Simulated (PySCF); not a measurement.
This PySCF input asks for the NMR shieldings of SMILES N#C[C@@]1(C(F)F)CCO[SiH2]1, C₅H₇F₂NOSi; the geometry comes from PBE0-D3(BJ)/def2-SVP.

```python
import basis_set_exchange as bse
import numpy as np
from pyscf import gto, dft
from pyscf.prop import nmr

atoms = """
N    -1.087493    0.484794   -2.682526
C    -0.860132    0.234643   -1.574204
C    -0.537782   -0.076756   -0.192865
C    -1.761346   -0.640750    0.515922
F    -1.434074   -0.977035    1.781196
F    -2.718491    0.310175    0.574058
C     0.709532   -0.986812   -0.102208
C     1.944042   -0.102106   -0.262081
O     1.762215    1.067748    0.509291
Si    0.161373    1.531689    0.653177
H    -2.186752   -1.529772    0.018421
H     0.715872   -1.443898    0.898964
H     0.685736   -1.793888   -0.850929
H     2.849256   -0.622056    0.087353
H     2.097495    0.162008   -1.324927
H    -0.167050    2.747266   -0.134317
H    -0.237377    1.675998    2.075771
"""
names = dict.fromkeys(["N", "C", "F", "O", "Si", "H"], "pcSseg-1")
basis = {el: gto.basis.parse(bse.get_basis(n, elements=[el], fmt="nwchem")) for el, n in names.items()}
mol = gto.M(atom=atoms, basis=basis, charge=0, verbose=0)
mf = dft.RKS(mol, xc="GGA_XC_KT2")
mf.grids.level = 2
mf.grids.alignment = dft.numint.BLKSIZE   # the property module wants whole blocks of grid points
mf.conv_tol = 1e-9
mf.kernel()

calc = nmr.RKS(mf)   # GIAO
sigma = calc.kernel()   # uncoupled for a functional without exact exchange
for i, s in enumerate(sigma):   # ppm
    w = np.linalg.eigvalsh((s + s.T) / 2)
    print("%2d %-2s iso %8.1f  s11 %8.1f  s22 %8.1f  s33 %8.1f" % (i, mol.atom_pure_symbol(i), w.mean(), *w))
```

Task: What are the results?

Result: 
```
 0 N  iso    -27.8  s11   -205.1  s22   -157.2  s33    278.8
 1 C  iso     70.7  s11    -45.0  s22    -31.3  s33    288.4
 2 C  iso    145.0  s11    127.1  s22    144.4  s33    163.4
 3 C  iso     64.1  s11     45.6  s22     70.1  s33     76.7
 4 F  iso    290.0  s11    207.4  s22    313.0  s33    349.7
 5 F  iso    272.2  s11    191.3  s22    298.5  s33    326.8
 6 C  iso    144.3  s11    124.3  s22    151.9  s33    156.6
 7 C  iso    112.1  s11     70.6  s22    102.8  s33    162.9
 8 O  iso    278.7  s11    218.8  s22    263.2  s33    354.0
 9 Si iso    352.3  s11    306.3  s22    325.2  s33    425.4
10 H  iso     24.9  s11     23.2  s22     23.4  s33     28.3
11 H  iso     29.1  s11     24.1  s22     28.9  s33     34.4
12 H  iso     29.1  s11     25.3  s22     27.2  s33     34.9
13 H  iso     26.7  s11     22.0  s22     25.6  s33     32.7
14 H  iso     26.9  s11     22.7  s22     25.6  s33     32.5
15 H  iso     25.9  s11     22.8  s22     24.1  s33     30.8
16 H  iso     25.8  s11     22.3  s22     24.3  s33     30.7
```

These numbers come from an equivalent density-fitted implementation of the same equations, which agrees with the script to about 0.01 ppm for H and up to a few tenths of a ppm for heavy atoms, so last digits may differ.

Task: Turn these shieldings into chemical shifts. Shifts are taken against calculated references (same method and geometry level): 15N (σref 264.30) against NH3; 13C (σref 183.22), 29Si (σref 361.05), 1H (σref 31.18) vs TMS; 19F (σref 138.57) vs CFCl3; 17O (σref 330.66) vs H2O.

Result: Averaging equivalent atoms: N 0: 292.1; C 3: 119.1; C 1: 112.5; C 7: 71.1; C 6: 38.9; C 2: 38.3; F 5: -133.6; F 4: -151.4; O 8: 52.0; Si 9: 8.8; H 10: 6.23; H 16: 5.41; H 15: 5.24; H 13: 4.44; H 14: 4.23; H 11: 2.06; H 12: 2.04 ppm. Unscaled 19F shifts against computed CFCl3 carry errors that often reach 10 to 50 ppm. Experimental scales use liquid or dissolved standards, which lie at an offset from isolated NH3 (liquid NH3: subtract about 20 ppm) and H2O (liquid H2O: subtract about 36 ppm). Unscaled 15N shifts of sp2 nitrogen come out 20 to 40 ppm too high even then.

Size and cost of the density-fitted run: 212 basis functions, 61 s wall time on 1 thread of an Arm Neoverse V1, shared host; peak memory 0.8 GiB.
